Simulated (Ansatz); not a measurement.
`[NH2][Ta]([F])([F])=[S]`: the same geometry under several functionals.

```yaml
crystal:
  periodic: [false, false, false]
  atoms:
    - {symbol: N, position_ang: [-0.893768, 0.631677, 0.487755]}
    - {symbol: Ta, position_ang: [0.568116, -0.426256, -0.248754]}
    - {symbol: F, position_ang: [2.162262, -0.005608, 0.637636]}
    - {symbol: F, position_ang: [0.203612, -2.248942, -0.027678]}
    - {symbol: S, position_ang: [0.662821, 0.109741, -2.334642]}
    - {symbol: H, position_ang: [-1.171591, 0.585886, 1.459881]}
    - {symbol: H, position_ang: [-1.470252, 1.285502, -0.019799]}
basis:
  gaussian: {orbitals: def2-TZVPP}
hamiltonian: {xc: {name: revPBE}, dispersion: d4}
output: {orbitals: {seedname: orbitals}}
```

```sh
$ ansatz run in.yaml --threads 4 --pin off --events-out ev --progress --plain --max-ram 10444MiB
```

It prints (some lines left out):

```
Functional definition: revPBE
1206 factors; their error is unknown
mean field evaluation 1: about -19337.8156 eV, gradient 8.9e1 eV
mean field evaluation 2: about -19246.3611 eV, gradient 2.2e2 eV
mean field evaluation 4: about -19343.8181 eV, gradient 5.4e1 eV
mean field evaluation 8: about -19351.4876 eV, gradient 1.1e0 eV
mean field evaluation 16: about -19351.4782 eV, gradient 1.1e-3 eV
mean field -19351.47818468 eV, -711.1537063841 hartree, gradient 2.2e-5 eV, S^2 0.000000; 0 other end points of the search recorded, 0 dependent functions left out
reference -19351.47823393 eV, -711.1537081938 hartree; 28, 28 occupied and 191, 191 virtual orbitals, 1206 factors
Total energy: -19351.87940005 eV, -711.1684507768 hartree
```

Hardware: 4 threads of an Arm Neoverse V2 on a shared host. Wall time 1.8 s, peak host memory 0.28 GiB.

Changing it to `hamiltonian: {xc: {name: r2SCAN0}, dispersion: d4}` (abridged; 4.8 s):

```
Functional definition: r2SCAN0
mean field evaluation 16: about -19348.4115 eV, gradient 5.0e-4 eV
mean field -19348.41151886 eV, -711.0410084937 hartree, gradient 4.8e-5 eV, S^2 0.000000
Total energy: -19348.45923552 eV, -711.0427620488 hartree
```

With the line `hamiltonian: {xc: {name: LC-wPBE}}` (abridged; 2.3 s):

```
Functional definition: LC-wPBE
mean field evaluation 16: about -19347.1477 eV, gradient 4.9e-4 eV
mean field -19347.14770133 eV, -710.9945640560 hartree, gradient 4.4e-5 eV, S^2 0.000000
Total energy: -19347.14770133 eV, -710.9945640562 hartree
```

The same input with `hamiltonian: {xc: hse06, dispersion: d4}` (abridged; 2.7 s):

```
Functional definition: HSE06
mean field evaluation 16: about -19342.3729 eV, gradient 1.2e-4 eV
mean field -19342.37285593 eV, -710.8190917243 hartree, gradient 2.7e-5 eV, S^2 0.000000
Total energy: -19342.51016191 eV, -710.8241376258 hartree
```

The same input with `hamiltonian: {xc: {name: B97M-V}}` (abridged; 8.5 s):

```
Functional definition: B97M-V
mean field evaluation 16: about -19349.1780 eV, gradient 3.0e-4 eV
mean field -19349.17804237 eV, -711.0691777133 hartree, gradient 4.6e-5 eV, S^2 0.000000
Total energy: -19349.17810005 eV, -711.0691798329 hartree
```

Changing it to `hamiltonian: {xc: {name: wB97X-V}}` (abridged; 7.5 s):

```
Functional definition: wB97X-V
mean field evaluation 16: about -19348.9241 eV, gradient 3.6e-4 eV
mean field -19348.92411002 eV, -711.0598458715 hartree, gradient 2.3e-5 eV, S^2 0.000000
Total energy: -19348.92410807 eV, -711.0598457999 hartree
```

HSE06 is the plane-wave form, built on full-range PBE exchange.
